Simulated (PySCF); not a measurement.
# One molecule, several mistakes: ClH4OSi2

Calculated results; nothing here was measured. The program is PySCF 2.14.0, an open-source quantum chemistry code, run on an isolated molecule that a program drew, which may never have been made. The molecule is ClH4OSi2 (charge 0, doublet), drawn as the SMILES string `[SiH3]O[SiH]Cl`.

Each row is a Hartree-Fock (HF) and frozen-core CCSD(T) single point in the cc-pV(D+d)Z basis, meant for a local HF minimum. Run 1 is clean. Each other run has one planted mistake out of seven kinds, and not every kind appears here: one electron removed, one electron added, multiplicity raised by two, geometry at a saddle point, minimal basis STO-3G, one bond length entered in bohr, all coordinates scaled. The reference is restricted for singlets and unrestricted otherwise, and also for a bond in bohr. Adding or removing an electron swaps singlet and doublet. Electrons count all cores. HOMO and LUMO are orbital energies over both spins, the gradient is its largest component, and the lowest frequency (negative if imaginary) is given only where the gradient is small. Bond lengths are over the 7 bonds as drawn. T1 is the CCSD diagnostic: over 0.02 (restricted) or 0.045 (unrestricted) a single reference is doubtful.

Geometry of the clean run:
```xyz
8
ClH4OSi2, angstrom
Si    2.1826   -1.2985   -0.2137
O     2.1170   -1.8197    1.3541
Si    2.5550   -1.7735    2.9193
Cl    3.1069    0.1649    3.4333
H     1.4430   -0.0288   -0.3449
H     1.5628   -2.3332   -1.0617
H     3.5902   -1.1005   -0.6140
H     1.3999   -2.1439    3.7621
```

| run | electrons | basis functions | <S^2> | HOMO (eV) | LUMO (eV) | gradient (hartree/bohr) | lowest frequency (cm^-1) | mean bond (Å) | longest bond (Å) | T1 | HF (hartree) | CCSD(T) (hartree) | mistake |
|---|---|---|---|---|---|---|---|---|---|---|---|---|---|
| 1 | 57 | 103 | 0.754 | -9.40 | 1.38 | 1.2e-06 | 26 | 1.6090 | 2.080 | 0.0135 | -1114.67216 | -1115.22884 | no fault |
| 2 | 56 | 103 | 0.000 | -16.97 | -7.38 | 8.5e-02 | - | 1.6090 | 2.080 | 0.0205 | -1114.36190 | -1114.92866 | one electron removed |
| 3 | 58 | 103 | 0.000 | -0.63 | 7.70 | 8.3e-02 | - | 1.6090 | 2.080 | 0.0131 | -1114.65613 | -1115.24169 | one electron added |
| 4 | 57 | 103 | 1.554 | -8.45 | 0.45 | 2.0e-02 | - | 1.8191 | 3.125 | 0.0785 | -1114.52363 | -1115.08809 | ? |
| 5 | 57 | 36 | 0.754 | -6.55 | 5.02 | 2.6e-02 | - | 1.6090 | 2.080 | 0.0167 | -1102.01067 | -1102.15603 | ? |

**Which mistake was planted in run 4, and what did it cost?**

The mean bond changes by a factor of 1.131 and the longest by 1.502, so the molecule wasn't scaled as a whole. A length L in bohr read as angstrom grows by (1/0.5292 - 1) L = 0.890 L. The 7 bonds together grew by 7 x 0.2101 = 1.471 Å, which gives L = 1.653 Å. That is bond Si1-O2, 1.653 Å in the clean geometry. So the mistake is: one bond length entered in bohr. Subtracting run 1 and multiplying by 627.51 kcal/mol a hartree, the energy moved by 93.2 kcal/mol in HF and 88.3 kcal/mol in CCSD(T).

**Which mistake was planted in run 5, and what did it cost?**

It has 36 basis functions where the clean run has 103, with the same electrons and geometry. So the mistake is: minimal basis STO-3G. Subtracting run 1 and multiplying by 627.51 kcal/mol a hartree, the energy moved by 7945.2 kcal/mol in HF and 8203.3 kcal/mol in CCSD(T).

Cautions from the logs. Run 2: T1 is over the limit, so its CCSD(T) energy is less reliable; run 4: T1 is over the limit, so its CCSD(T) energy is less reliable.
